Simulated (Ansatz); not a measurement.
The cluster Li5Br4. The state is a doublet with charge 0. Geometry PBE-D4/def2-SVP; atoms count from 1.

```xyz
9

Li    3.366   -0.155   -1.804
Li   -0.613    0.770   -1.076
Li   -1.027   -1.109    1.790
Li   -2.939    1.555    1.485
Li    1.341   -1.582   -0.386
Br   -2.752   -0.171    3.054
Br    3.711   -1.564   -0.003
Br   -2.165    2.449   -0.524
Br    1.079   -0.194   -2.536
```

Another isomer (doublet) lies 0.55 eV lower at PBE0-D4/def2-TZVP; other spin states weren't run for this one.

**Question.** Estimate the Mulliken populations from the PBE0/def2-TZVP orbitals of Ansatz.

**Answer.** 
| atom | charge (e) | spin (α − β) |
| --- | --- | --- |
| Li1 | 0.75 | 0.02 |
| Li2 | 0.63 | 0.14 |
| Li3 | 0.33 | 0.53 |
| Li4 | 0.74 | 0.00 |
| Li5 | 0.46 | 0.32 |
| Br6 | -0.72 | 0.00 |
| Br7 | -0.71 | 0.00 |
| Br8 | -0.73 | 0.00 |
| Br9 | -0.73 | 0.00 |
Mulliken values depend strongly on the basis.

**Question.** Where does the spin sit?

**Answer.** Summed by element: Li 1.00, Br 0.00, of 1 unpaired in all. Largest on single atoms: Li3 0.53, Li5 0.32, Li2 0.14.

**Question.** And the Mayer bond orders between heavy atoms (over 0.3)?

**Answer.** Li3–Li5 0.33 (3.25 Å).
